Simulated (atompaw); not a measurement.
# An all-electron radial function and its pseudo partner (Li (Z = 3))

Columns: radius, all-electron u(r) and pseudo u(r) of the 1s shell (level -60.41 eV) of lithium in the configuration 1s2 2s0 2p0; PBE, scalar-relativistic, PAW (atompaw) scheme, atompaw 4.2.0.5.

```csv
r (bohr),all-electron,pseudo
0.115,0.7610,0.5629
0.231,1.0900,0.9713
0.346,1.1795,1.1498
0.462,1.1454,1.1446
0.577,1.0514,1.0515
0.692,0.9330,0.9330
0.808,0.8086,0.8086
0.923,0.6908,0.6908
1.038,0.5834,0.5834
1.154,0.4878,0.4878
1.269,0.4057,0.4057
1.385,0.3350,0.3350
1.500,0.2757,0.2757
1.615,0.2260,0.2260
1.731,0.1842,0.1842
1.846,0.1500,0.1500
1.962,0.1216,0.1216
2.077,0.0984,0.0984
2.192,0.0795,0.0795
2.308,0.0640,0.0640
2.423,0.0515,0.0515
2.538,0.0414,0.0414
2.654,0.0332,0.0332
2.769,0.0266,0.0266
2.885,0.0213,0.0213
3.000,0.0170,0.0170
```

Q: How many radial nodes do the two functions have?

A: The all-electron 1s function has n − l − 1 = 0; the pseudo-wave has 0.

Q: At about which radius was the pseudo-wave matched?

A: 0.60 bohr, where the columns begin to agree (steps of 0.12 bohr).

Q: Is the pseudo-wave norm-conserving?

A: No, it belongs to a PAW set: the norm inside the radius is not constrained, and the difference is carried by the augmentation charge.
